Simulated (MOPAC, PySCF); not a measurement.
Isomers of C3H7B. All species are isolated molecules in the gas phase. One relaxed conformer stands for each flexible species; it need not be the lowest. Strings in code marks are SMILES.

Quantity: electronic energy of isomers of C3H7B relative to `B/C=C/C`, in eV. Semi-empirical values (MOPAC) are differences of heats of formation.

Level 1: SVWN5/6-31G* // PBE-D3(BJ)/def2-TZVP (PySCF)
Level 2: HF/3-21G // PBE-D3(BJ)/def2-TZVP (PySCF)
Level 3: HF/6-31G* // PBE-D3(BJ)/def2-TZVP (PySCF)
Level 4: PM7 // PBE-D3(BJ)/def2-TZVP (MOPAC)

```
species    level 1     level 2     level 3  level 4
---------  -------  ----------  ----------  -------
`B/C=C\C`    0.079       0.112       0.117    0.038
`BC(=C)C`    0.155  (withheld)  (withheld)   -0.014
`BCC=C`       0.44  (withheld)       0.406    0.208
```

Some entries are withheld; supply them.


- `BC(=C)C`, level 2: 0.144
- `BC(=C)C`, level 3: 0.153
- `BCC=C`, level 2: 0.428
